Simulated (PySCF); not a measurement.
Telling isomers of C5H8F2O2 apart by NMR

[PySCF 2.14: geometry from GFN2-xTB; GIAO PBE0/pcSseg-1 shieldings; a single conformation; rapidly exchanging positions averaged; no solvent model; relativity neglected]

Scale: 1H (σref 31.72) and 13C (σref 186.93) vs TMS (reference shieldings calculated alike). Splittings of carbon signals by F and P are missing where no couplings were computed. Where no couplings were computed, multiplicities follow the n + 1 count of equivalent neighbours, and m marks all less simple cases (inequivalent or close neighbours, rings, F or P nearby). Shifts are as computed. Against solution values, carbons near 30 ppm lie about +3 ppm off and those near 130 ppm about +5 ppm. Of 1211 compounds with measured shifts, 218 miss one by over three times the rms of a fit or turn the order of signals round; such compounds aren't used in these exercises.

(1) Tabulate the signals of `C[C@]1(OC(F)F)CCO1`, `CCO/C=C/OC(F)F`, `CCOCO/C(F)=C/F` and their relative energies.

(2) What is the quickest way to tell C[C@]1(OC(F)F)CCO1 from CCO/C=C/OC(F)F?

(3) What is the quickest way to tell C[C@]1(OC(F)F)CCO1 from CCOCO/C(F)=C/F?

(4) What is the quickest way to tell CCO/C=C/OC(F)F from CCOCO/C(F)=C/F?

## Answers

(1) 
```json
{"SMILES": "C[C@]1(OC(F)F)CCO1", "carbon types": "1×C 1×CH 2×CH2 1×CH3", "δC": "121.2, 112.0, 66.2, 36.3, 29.7", "δH": "6.70 (m, 1H), 4.76 (m, 1H), 4.62 (m, 1H), 2.83 (m, 1H), 2.56 (m, 1H), 1.65 (s, 3H)", "E rel. (kcal/mol)": "0.0"}
{"SMILES": "CCO/C=C/OC(F)F", "carbon types": "3×CH 1×CH2 1×CH3", "δC": "143.6, 129.8, 122.9, 65.8, 17.2", "δH": "6.82 (d, 1H), 6.30 (m, 1H), 6.18 (m, 1H), 3.55 (q, 2H), 1.44 (t, 3H)", "E rel. (kcal/mol)": "13.4"}
{"SMILES": "CCOCO/C(F)=C/F", "carbon types": "1×C 1×CH 2×CH2 1×CH3", "δC": "165.5, 127.6, 97.0, 70.3, 17.3", "δH": "6.64 (m, 1H), 5.56 (s, 2H), 3.82 (q, 2H), 1.36 (t, 3H)", "E rel. (kcal/mol)": "30.0"}
```

Energies are electronic energies at PBE0/pcSseg-1 on these geometries, without zero-point or thermal terms, each for the one conformer computed, which needn't be the lowest.

(2) Both give the same number of carbon signals, but DEPT or the intensities differ. The first has an sp3 carbon bearing two oxygens (C) at 112.0 ppm, the second an alkene carbon bearing oxygen (CH) at 143.6 ppm. Their most deshielded carbons lie at 121.2 and 143.6 ppm.

(3) Both give the same number of carbon signals, with the same numbers of each carbon type, so the positions decide. The first has an sp3 carbon bearing two oxygens (C) at 112.0 ppm, the second an alkene carbon bearing oxygen (C) at 165.5 ppm. Their most deshielded carbons lie at 121.2 and 165.5 ppm.

(4) Both give the same number of carbon signals, but DEPT or the intensities differ. The first has an alkene carbon bearing oxygen (CH) at 143.6 ppm, the second an alkene carbon bearing oxygen (C) at 165.5 ppm.
